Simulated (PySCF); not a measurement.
## Computed properties of NbOCl3, SMILES [O]=[Nb]([Cl])([Cl])[Cl], multiplicity 1

NbOCl₃, SMILES [O]=[Nb]([Cl])([Cl])[Cl], multiplicity 1. The structure is a stationary point at PBE0-D3(BJ)/def2-SVP. The spin state was assumed, not searched. The isomer is the one that the SMILES or the coordinates give; other isomers of the formula were not compared. The def2 effective core potentials stand for the cores of Nb; spin–orbit coupling is left out. The values are those of a single conformer. All values are computed for the isolated molecule unless a solvent is named; none is compared with measurement here.

**Structure.** The optimised structure has C3v symmetry. All 9 harmonic modes at PBE0-D3(BJ)/def2-SVP (PySCF) are real, so it is a minimum. With heavy atoms numbered as in [Nb:1](=[O:2])([Cl:3])([Cl:4])[Cl:5], the shortest bond between them is Nb1–O2 at 1.673 Å and the longest Nb1–Cl5 at 2.281 Å.

**Vibrations.** The strongest infrared lines (harmonic, unscaled, degenerate partners summed) lie at 450 cm⁻¹ (212 km/mol, Cl 58 %, Nb 41 %), 1073 cm⁻¹ (164 km/mol, O 85 %, Nb 15 %), 397 cm⁻¹ (13 km/mol, Cl 90 %, Nb 9 %). The softest mode is at 103 cm⁻¹ and the zero-point energy is 4.5 kcal/mol.

**Electronic structure.** r2SCAN/def2-TZVP (PySCF) places the frontier levels at -8.79 and -4.04 eV, a gap of 4.75 eV, and gives a dipole moment of 1.04 D and a mean polarisability of 78.7 bohr³. PBE/def2-TZVP (PySCF) at the same geometry gives -8.40 and -4.05 eV, so its gap is 0.40 eV narrower. An orbital gap is neither the optical nor the fundamental gap.

**Excitations.** TDDFT-ωB97X/def2-SVPD (PySCF) has S1 at 5.12 eV (242 nm, f = 0.000, dark); the most intense of the 10 singlets computed lies at 5.76 eV (f = 0.08). Strengths of degenerate partners are summed. T1 (TDA) is at 5.01 eV. TDDFT-PBE/def2-SVPD (PySCF) puts S1 at 4.38 eV. No vertical singlet excitation falls in the visible range (under 3.1 eV).
